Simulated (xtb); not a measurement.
C₇H₁₃O (SMILES [CH2]CCCCC(C)=O), doublet, at a GFN2-xTB geometry; GFN2-xTB in xtb.

The xtb input:
```
$ xtb mol.xyz --gfn 2 --uhf 1 --ohess --json

# file mol.xyz
21

C      3.84016519     0.33256037    -0.31151433
C      2.43749255    -0.10884127    -0.38549862
C      1.63183957     0.26164836     0.86102737
C      0.21208150    -0.30107360     0.85446048
C     -0.68512220     0.34380852    -0.19934007
C     -2.09978234    -0.19375024    -0.15839939
C     -3.09016322     0.60520705    -0.97229341
O     -2.41546113    -1.17030678     0.47084186
H      4.30059689     0.53883924     0.63413799
H      4.44591491     0.36495280    -1.19571823
H      2.39297678    -1.20437979    -0.51155385
H      1.97171713     0.31068301    -1.28474942
H      2.15533664    -0.12505837     1.73773360
H      1.59379260     1.34967199     0.95302599
H      0.24067120    -1.37888374     0.68431084
H     -0.24116073    -0.14137707     1.83514581
H     -0.29833743     0.14494397    -1.20226131
H     -0.71272890     1.42821703    -0.07015787
H     -4.00136210     0.03248319    -1.12206026
H     -3.33716348     1.51336934    -0.42452018
H     -2.66563075     0.89163752    -1.93071999
```

Predict the main parts of the log of this xtb run.


```
   ID    Z sym.   atoms
    1    6 C      1-7
    2    8 O      8
    3    1 H      9-21

           -------------------------------------------------
          |                Calculation Setup                |
           -------------------------------------------------

           -------------------------------------------------
          |                 G F N 2 - x T B                 |
           -------------------------------------------------

          ...................................................
          :                      SETUP                      :
          :.................................................:
          :  # basis functions                  45          :
          :  # atomic orbitals                  45          :
          :  # shells                           29          :
          :  # electrons                        47          :
          :  max. iterations                   250          :
          :  Hamiltonian                  GFN2-xTB          :
          :  restarted?                      false          :
          :  GBSA solvation                  false          :
          :  PC potential                    false          :
          :  electronic temp.          300.0000000     K    :
          :  accuracy                    1.0000000          :
          :  -> integral cutoff          0.2500000E+02      :
          :  -> integral neglect         0.1000000E-07      :
          :  -> SCF convergence          0.1000000E-05 Eh   :
          :  -> wf. convergence          0.1000000E-03 e    :
          :  Broyden damping             0.4000000          :
          :  net charge                          0          :
          :  unpaired electrons                  1          :
          ...................................................

 iter      E             dE          RMSdq      gap      omega  full diag
   1    -25.8685746 -0.258686E+02  0.357E+00    2.74       0.0  T
   2    -25.9291533 -0.605787E-01  0.189E+00    1.80       1.0  T
   3    -25.9343572 -0.520390E-02  0.118E+00    2.05       1.0  T
   4    -25.9386065 -0.424925E-02  0.189E-01    1.54       1.0  T
   5    -25.9388329 -0.226400E-03  0.722E-02    1.58       1.0  T
   6    -25.9388489 -0.159698E-04  0.306E-02    1.60       1.0  T
   7    -25.9388494 -0.555666E-06  0.846E-03    1.60       2.6  T
   8    -25.9388497 -0.243374E-06  0.194E-03    1.60      11.3  T
   9    -25.9388497 -0.937467E-08  0.105E-03    1.60      20.7  T
  10    -25.9388497 -0.215564E-08  0.160E-04    1.60     136.4  T
  11    -25.9388497 -0.112276E-09  0.808E-05    1.60     269.9  T

   *** convergence criteria satisfied after 11 iterations ***

         :::::::::::::::::::::::::::::::::::::::::::::::::::::
         ::                     SUMMARY                     ::
         :::::::::::::::::::::::::::::::::::::::::::::::::::::
         :: total energy             -25.589241492513 Eh    ::
         :: gradient norm              0.000173059301 Eh/a0 ::
         :: HOMO-LUMO gap              1.598051798985 eV    ::
         ::.................................................::
         :: SCC energy               -25.938861528535 Eh    ::
         :: -> isotropic ES            0.029239729702 Eh    ::
         :: -> anisotropic ES          0.005129636017 Eh    ::
         :: -> anisotropic XC          0.013839170139 Eh    ::
         :: -> dispersion             -0.012493107969 Eh    ::
         :: repulsion energy           0.349620036021 Eh    ::
         :: add. restraining           0.000000000000 Eh    ::
         :: total charge               0.000000000000 e     ::
         :::::::::::::::::::::::::::::::::::::::::::::::::::::

      -----------------------------------------------------------
     |                   =====================                   |
     |                        A N C O P T                        |
     |                   =====================                   |
[...]
 * total energy  :   -25.5892415 Eh     change       -0.1450218E-10 Eh
   *** GEOMETRY OPTIMIZATION CONVERGED AFTER 1 ITERATIONS ***
         :: total energy             -25.589241492528 Eh    ::
[...]
 writing <g98.out> molden fake output.
 recommended (thermochemical) frequency scaling factor: 1.0
           -------------------------------------------------
          |             Thermodynamic Functions             |
           -------------------------------------------------

c1  symmetry found (for desy threshold:  0.10E+00) used in thermo

          ...................................................
          :                      SETUP                      :
          :.................................................:
          :  # frequencies                          57      :
          :  # imaginary freq.                       0      :
          :  linear?                             false      :
          :  only rotor calc.                    false      :
          :  symmetry                               c1      :
          :  rotational number                       1      :
          :  scaling factor                  1.0000000      :
          :  rotor cutoff                   50.0000000 cm⁻¹ :
          :  imag. cutoff                  -20.0000000 cm⁻¹ :
          :.................................................:

    mode    ω/cm⁻¹     T·S(HO)/kcal·mol⁻¹    T·S(FR)/kcal·mol⁻¹   T·S(vib)
   ------------------------------------------------------------------------
       1     25.69    -1.82982 (  6.51%)    -1.25344 ( 93.49%)    -1.29099
       2     43.90    -1.51312 ( 37.27%)    -1.09489 ( 62.73%)    -1.25075
       3     62.59    -1.30407 ( 71.06%)    -0.98987 ( 28.94%)    -1.21313
       4     82.33    -1.14328 ( 88.02%)    -0.90869 ( 11.98%)    -1.11519
       5     94.46    -1.06305 ( 92.72%)    -0.86798 (  7.28%)    -1.04885
       6    102.96    -1.01297 ( 94.73%)    -0.84247 (  5.27%)    -1.00399
       7    176.83    -0.70412 ( 99.36%)    -0.68229 (  0.64%)    -0.70398
       8    255.12    -0.50533 ( 99.85%)    -0.57372 (  0.15%)    -0.50543
       9    288.77    -0.44160 ( 99.91%)    -0.53702 (  0.09%)    -0.44169
   ------------------------------------------------------------------------

   temp. (K)  partition function   enthalpy   heat capacity  entropy
                                   cal/mol     cal/K/mol   cal/K/mol   J/K/mol
 298.15  VIB  0.250E+05             5202.831     29.257     34.412
         ROT  0.509E+06              888.752      2.981     29.092
         INT  0.127E+11             6091.584     32.238     63.504
         TR   0.116E+28             1481.254      4.968     40.069
         TOT                        7572.8376    37.2058   103.5731   433.3499

       T/K    H(0)-H(T)+PV         H(T)/Eh          T*S/Eh         G(T)/Eh
   ------------------------------------------------------------------------
    298.15    0.120681E-01    0.191311E+00    0.492109E-01    0.142100E+00
   ------------------------------------------------------------------------

         :::::::::::::::::::::::::::::::::::::::::::::::::::::
         ::                  THERMODYNAMIC                  ::
         :::::::::::::::::::::::::::::::::::::::::::::::::::::
         :: total free energy         -25.447141420338 Eh   ::
         ::.................................................::
         :: total energy              -25.589241492528 Eh   ::
         :: zero point energy           0.179242916393 Eh   ::
         :: G(RRHO) w/o ZPVE           -0.037142844203 Eh   ::
         :: G(RRHO) contrib.            0.142100072190 Eh   ::
         :::::::::::::::::::::::::::::::::::::::::::::::::::::

optimized geometry written to: xtbopt.xyz

           -------------------------------------------------
          | TOTAL ENERGY              -25.589241492528 Eh   |
          | TOTAL ENTHALPY            -25.397930491282 Eh   |
          | TOTAL FREE ENERGY         -25.447141420338 Eh   |
          | GRADIENT NORM               0.000173035809 Eh/α |
          | HOMO-LUMO GAP               1.598051524413 eV   |
           -------------------------------------------------

normal termination of xtb
```
